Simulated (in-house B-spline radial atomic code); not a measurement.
**The rhodium ion Rh⁶⁺: [Kr] 4d3**

Computed with a radial B-spline atomic code at the basis-set limit: Dirac-Kohn-Sham LDA VWN5, spherical fractional occupations, Fermi nucleus of rms radius 4.4945 fm.

Screening seen three ways: the hydrogenic charge with the same mean radius, Z_r = [3n² - l(l+1)]/(2<r>), the one with the same energy, Z_e = n√(-2ε), and Slater's rules. Values are occupation-weighted means over j. An effective charge above Z reflects the relativistic contraction of the inner shells.

```json
{"shell": "1s", "electrons": "2", "ε (eV)": "-23090", "<r> (bohr)": "0.03266", "Z_r": "45.93", "Z_e": "41.20", "Slater": "44.70"}
{"shell": "2s", "electrons": "2", "ε (eV)": "-3429.5", "<r> (bohr)": "0.1417", "Z_r": "42.34", "Z_e": "31.75", "Slater": "40.85"}
{"shell": "2p", "electrons": "6", "ε (eV)": "-3088.2", "<r> (bohr)": "0.1236", "Z_r": "40.45", "Z_e": "30.13", "Slater": "40.85"}
{"shell": "3s", "electrons": "2", "ε (eV)": "-689.36", "<r> (bohr)": "0.3908", "Z_r": "34.54", "Z_e": "21.35", "Slater": "33.75"}
{"shell": "3p", "electrons": "6", "ε (eV)": "-576.76", "<r> (bohr)": "0.3903", "Z_r": "32.03", "Z_e": "19.53", "Slater": "33.75"}
{"shell": "3d", "electrons": "10", "ε (eV)": "-395.02", "<r> (bohr)": "0.3699", "Z_r": "28.39", "Z_e": "16.16", "Slater": "23.85"}
{"shell": "4s", "electrons": "2", "ε (eV)": "-171.44", "<r> (bohr)": "0.9501", "Z_r": "25.26", "Z_e": "14.20", "Slater": "17.25"}
{"shell": "4p", "electrons": "6", "ε (eV)": "-138.06", "<r> (bohr)": "1.024", "Z_r": "22.47", "Z_e": "12.74", "Slater": "17.25"}
{"shell": "4d", "electrons": "3", "ε (eV)": "-88.167", "<r> (bohr)": "1.211", "Z_r": "17.35", "Z_e": "10.18", "Slater": "8.30"}
```

The least bound orbital is 4d5/2 at -87.91 eV, and it is also the most diffuse (<r> = 1.214 bohr).

Spin-orbit splittings of the orbital energies (j = l + 1/2 above j = l - 1/2 when positive): 2p 144.4 eV, 3p 24.91 eV, 3d 4.928 eV, 4p 4.424 eV, 4d 0.6425 eV.

For the 1s electron the small component carries 2.7 % of the norm, the zero-frequency Breit interaction raises the level by 48.22 eV, self-energy by 26.7 eV, and vacuum polarisation lowers it by 3.243 eV.
